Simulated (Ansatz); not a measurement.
## As2 (SMILES [As]#[As]): methods side by side

The species is As2 (2 atoms), meant as a singlet with charge 0. As SMILES, `[As]#[As]`. The coordinates come from a PBE0-D4/def2-TZVP relaxation.

```xyz
2

As    0.0000    0.0000    0.0025
As    0.0000    0.0000    2.0915
```

Each level gives the energy change with the As1–As2 bond stretched from 2.089 to 3.133 Å (eV). The values are calculated.

| level | kind | program | value (eV) |
| --- | --- | --- | --- |
| HF/STO-3G (restricted) | Hartree–Fock | Ansatz | 6.85 |
| SVWN5/STO-3G (restricted) | LDA | Ansatz | 6.78 |
| BLYP/STO-3G (restricted) | GGA | Ansatz | 6.18 |
| r2SCAN/STO-3G (restricted) | meta-GGA | Ansatz | 6.86 |
| BHLYP/STO-3G (restricted) | global hybrid | Ansatz | 7.65 |
| HSE06/STO-3G (restricted) | range-separated hybrid | Ansatz | 7.29 |
| wB97X/STO-3G (restricted) | range-separated hybrid | Ansatz | 8.10 |
| RPA@PBE/STO-3G (restricted) | RPA | Ansatz | 4.61 |
| BCCD(T)/STO-3G (restricted) | coupled cluster or CI | Ansatz | 1.20 |

All-electron rows without a relativistic Hamiltonian named are non-relativistic. The first shape isn't each level's own minimum. The values span 1.20 to 8.10 eV. All rows use very small basis sets, so none should be taken for the real molecule's value. In the correlated wave-function rows the outer d shell of As is correlated, in sets not made for it.
